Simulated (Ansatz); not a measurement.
C₂H₇FOSi₂ (`C=C[SiH2]O[SiH2]F`) at its PBE0-D4/def2-TZVP geometry, where that method's forces vanish. The species carries charge 0 and has multiplicity 1.

```xyz
13

C     1.0625   -2.0667   -0.0538
C     0.1928   -1.7475    0.9000
Si   -0.7754   -0.1711    0.8974
O    -0.3450    0.6932   -0.4321
Si   -0.0897    2.1417   -1.0993
F    -1.4866    2.8284   -1.4423
H     1.6219   -2.9977   -0.0395
H     1.2487   -1.4057   -0.8951
H     0.0403   -2.4479    1.7205
H    -2.2345   -0.4450    0.8480
H    -0.4879    0.6281    2.1199
H     0.6136    3.0369   -0.1536
H     0.6392    1.9534   -2.3699
```

Problem. What forces (eV/Å) does B3LYP-D4/def2-TZVPP give on these atoms in Ansatz? (Estimate.)

Solution. Computed: 
```
C1   0.110 -0.059 -0.108
C2  -0.044 -0.038  0.099
Si3 -0.150 -0.015  0.184
O4   0.004 -0.024 -0.013
Si5  0.287  0.068 -0.070
F6  -0.182  0.093 -0.042
H7  -0.031  0.067 -0.013
H8   0.001 -0.065  0.057
H9   0.013  0.035 -0.050
H10  0.091  0.019  0.010
H11 -0.023 -0.049 -0.075
H12 -0.037 -0.054 -0.060
H13 -0.039  0.020  0.081
```

B3LYP here is the variant with VWN-RPA as its local correlation; programs differ in this.
